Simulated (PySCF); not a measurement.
SiFCl, SMILES F[Si]Cl (connectivity only; charge and spin as stated), neutral, multiplicity 1. Atoms are numbered in the order given.

```xyz
3

Si     0.6468     0.6128     0.0000
F     -0.6866     1.5027     0.0000
Cl    -0.1691    -1.3002     0.0000
```
Charge 0, spin multiplicity 1.

Geometry optimised at PBE0-D3(BJ)/def2-TZVP.

The numbers are results of ωB97X/def2-TZVPD (PySCF), not measurements.

Symmetry labels are those of the subgroup Cs that the program uses (full group Cs).

Computed valence orbital energies around the gap with their symmetry:
| orbital | symmetry | energy (eV) |
|---|---|---|
| HOMO−7 | A' | -26.25 |
| HOMO−6 | A' | -18.32 |
| HOMO−5 | A' | -15.91 |
| HOMO−4 | A" | -15.76 |
| HOMO−3 | A' | -14.94 |
| HOMO−2 | A" | -12.45 |
| HOMO−1 | A' | -12.23 |
| HOMO | A' | -10.32 |
| LUMO | A" | -0.48 |
| LUMO+1 | A' | 1.72 |
| LUMO+2 | A' | 1.83 |
| LUMO+3 | A' | 2.25 |
